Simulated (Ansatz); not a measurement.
The cluster Sn4H8, relaxed as a singlet with RKS PBE-D4/def2-SVP in Ansatz, starting from the GFN1-xTB geometry. Force threshold 0.02 eV/Å.

In the def2 sets Sn takes a core potential; there is no spin–orbit coupling. Another isomer (singlet) lies 0.35 eV lower at PBE0-D4/def2-TZVP; other spin states weren't run for this one.

Start:

| atom | x (Å) | y (Å) | z (Å) |
| --- | --- | --- | --- |
| Sn1 | 0.168 | 0.991 | 0.902 |
| Sn2 | -2.023 | 0.079 | 2.444 |
| Sn3 | -1.184 | -1.303 | -0.344 |
| Sn4 | 1.336 | -0.120 | -1.471 |
| H5 | 2.443 | 1.042 | -2.009 |
| H6 | -1.017 | -1.269 | 2.971 |
| H7 | 1.703 | 1.025 | 1.630 |
| H8 | -2.092 | -0.095 | -1.242 |
| H9 | 2.371 | -1.432 | -1.268 |
| H10 | -2.533 | -0.995 | 1.028 |
| H11 | 0.200 | 2.587 | 0.314 |
| H12 | 0.628 | -0.509 | -2.954 |

```
        step  energy (eV)  largest force component (eV/Å)  SCF passes
           1  -23454.2956                           0.951          18
           2  -23454.6761                           0.537          25
           3  -23454.7309                           0.413          19
4 (rejected)  -23454.7217                           0.590          21
           5  -23454.7850                           0.141          20
           6  -23454.7943                           0.101          19
           7  -23454.7984                           0.054          20
           8  -23454.8000                           0.038          19
           9  -23454.8020                           0.020          20
          10  -23454.8024                           0.046          20
          11  -23454.8028                           0.029          14
          12  -23454.8030                           0.011          20
          13  -23454.8032                           0.012          20
          14  -23454.8033                           0.016          20
```

Force components are those of the run's own axes.

End:

```tsv
atom	x (Å)	y (Å)	z (Å)
Sn1	0.2534	0.9121	0.6919
Sn2	-1.8977	0.1086	2.5893
Sn3	-1.4779	-1.3502	-0.3450
Sn4	1.6400	-0.0985	-1.6144
H5	2.5661	1.2327	-2.2261
H6	-1.0235	-1.4164	2.9748
H7	1.5882	0.8580	1.8046
H8	-2.1945	0.0611	-1.2206
H9	2.7092	-1.3813	-1.1651
H10	-2.7545	-0.8317	1.1514
H11	-0.0252	2.5664	0.2553
H12	0.6164	-0.6609	-2.8961
```

Bonds lost: Sn3–Sn4 (atoms count from 1).

The force fell under the threshold at step 12, but the optimiser went on. No frequencies were taken in this run, so the end may be a saddle point.

It took 24 s on 4 threads of Arm Neoverse V1 on a shared host.
